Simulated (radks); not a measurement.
Q: These are the eigenvalues of the occupied orbitals of an atom or ion with whole-number occupations (Ry). All-electron calculation, scalar-relativistic Kohn-Sham, LDA (Slater exchange, VWN5 correlation), spin-polarised, spherical densities, finite nucleus; Fermi nuclear charge, rms radius of each element as measured or else 0.836 A^(1/3) + 0.57 fm. Program: a radial shooting solver on a logarithmic mesh with Libxc functionals.

| orbital | eigenvalue |
|---|---|
| 1s up | -6291.513 |
| 1s down | -6291.327 |
| 2s up | -1265.984 |
| 2s down | -1265.869 |
| 2p up | -1118.106 |
| 2p down | -1117.951 |
| 3s up | -432.0741 |
| 3s down | -431.8943 |
| 3p up | -389.0616 |
| 3p down | -388.8630 |
| 3d up | -345.3425 |
| 3d down | -345.1636 |
| 4s up | -209.1038 |
| 4s down | -208.3011 |
| 4p up | -192.8289 |

Which element is it, and in what charge state? The configuration may be excited. Open shells, if any, are filled with parallel spins first.

A: Z = 80, mercury, charge +48: Hg48+ in [Ar] 3d10 4s2 4p2. The list shows which subshells hold electrons but not how many an open one holds; the 1s level, -3145.8 hartree, gives Z - s = 79.3 by -(Z - s)^2/2, which with screening and relativity narrows Z to a few neighbours, and the depths of the outer levels then fix element, charge and occupations together.
